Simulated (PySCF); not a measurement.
Species: AlH2(CF3), CH2AlF3.
Geometry (PBE0-D3(BJ)/def2-SVP, Å), atoms numbered from 1 in this order:
```xyz
7
CH2AlF3 angstrom
Al     0.5616    1.0220    0.0695
H      2.1417    0.9716    0.1066
H     -0.3017    2.3473    0.0440
C     -0.4187   -0.7477   -0.0165
F      0.1969   -1.7386    0.6563
F     -0.4989   -1.1542   -1.3064
F     -1.6808   -0.7003    0.4465
```

Method used: PySCF 2.14.0, PBE0-D3(BJ)/def2-SVP geometry optimisation, gas phase.

Question: Which atoms are bound to Al1, and at what distances?

Answer: 3 atoms: H2 1.581 Å, H3 1.582 Å, C4 2.025 Å. The nearest atom not counted as bound is F6, at 2.78 Å.

Question: List the angles at Al1.

Answer: 
```csv
angle,degrees,distance of the outer atoms (Å)
H2–Al1–H3,124.9,2.80
H3–Al1–C4,117.9,3.10
H2–Al1–C4,117.2,3.09
```

Question: What is the shape at Al1?

Answer: Planar: angles 124.9°, 117.9° and 117.2°, sum 360.0°, 0.02 Å off the plane of its three neighbours.

Question: What are the other bond lengths?

Answer: C4–F5, C4–F7 1.346 Å; C4–F6 1.355 Å.

Question: Give some angles away from the centre.

Answer: Al1–C4–F5 113.6°, Al1–C4–F6 109.4°, F5–C4–F6 106.4°.

Point group: near Cs, missed by 0.11 Å at most; the miss may be what the optimiser left on a soft mode. Charge 0, singlet. No PBE0-D3(BJ)/def2-SVP frequencies stand behind this structure, so it isn't proved a minimum.
